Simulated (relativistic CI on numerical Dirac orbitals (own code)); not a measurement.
# Ti³⁺: resonant inelastic scattering at the L2,3 edge

Computed with this model: Dirac-Coulomb-Breit CI, KLI orbitals optimised for each configuration, model QED (radiative potential, 1s self-energy scaled to tabulated hydrogen-like ionisation energies), valence Slater integrals scaled by 0.7, Kramers-Heisenberg scattering through one core-hole configuration in a parametric crystal field; configurations [Ar] 3d → [He] 2s2 2p5 3s2 3p6 3d2; 300 K; core-hole width 0.24 eV; summed over polarisations. Incident energies are the highest absorption maxima for each field (at most a few, so the weaker spin-orbit partner edge can be absent), on the computed scale of the free ion. Intensities are in per cent of the strongest line above 0.02 eV; levels within 1 cm⁻¹ are merged; final levels count from the ground level, the first row holds all elastic scattering, lines under 0.4 are left out and each table stops after 24 rows. The scale of the Slater integrals is a model choice and moves the terms in proportion.

Field parameters in Wybourne normalisation: D4h B²₀ = −7Ds, B⁴₀ = 21(Dq − Dt), B⁴₄ = 21√(5/14) Dq. The field is a parameter set, without covalency.

S is read from ⟨S²⟩ = S(S + 1).

D4h, 10Dq = 22150, Ds = -1500, Dt = -140 cm⁻¹:

```
Final level (eV)  Degeneracy  Irrep     S  461.7 eV  466.8 eV  467.1 eV
           0.000           2     Γ7  0.50     170.5      87.7     219.0
           0.463           2     Γ6  0.50       6.1      11.3      11.1
           0.480           2     Γ7  0.50      13.5       2.6      11.9
           2.747           2     Γ7  0.50      11.5      63.0     100.0
           3.578           2     Γ6  0.50       7.4      36.1      13.7
```

D4h, 10Dq = 22150, Ds = -860, Dt = -140 cm⁻¹:

```tsv
Final level (eV)	Degeneracy	Irrep	S	461.7 eV	463.6 eV	467.3 eV
0.000	2	Γ7	0.50	258.3	276.5	315.6
0.225	2	Γ6	0.50	15.7	100.0	41.7
0.243	2	Γ7	0.50	33.6	41.8	74.9
2.747	2	Γ7	0.50	24.7	10.4	78.0
3.260	2	Γ6	0.50	20.9	15.4	18.4
```

D4h, 10Dq = 22150, Ds = -210, Dt = -140 cm⁻¹:

```tsv
Final level (eV)	Degeneracy	Irrep	S	461.9 eV	462.9 eV	467.2 eV
0.000	2	Γ6	0.50	322.6	221.6	348.2
0.005	2	Γ7	0.50	25.8	26.6	40.3
0.030	2	Γ7	0.50	31.6	15.8	64.7
2.764	2	Γ7	0.50	51.3	17.6	88.3
2.955	2	Γ6	0.50	36.7	23.6	100.0
```

For the first field the strongest loss at the lowest incident energy is the level at 0.48 eV (S = 0.50, against 0.50 in the thermal ground state).
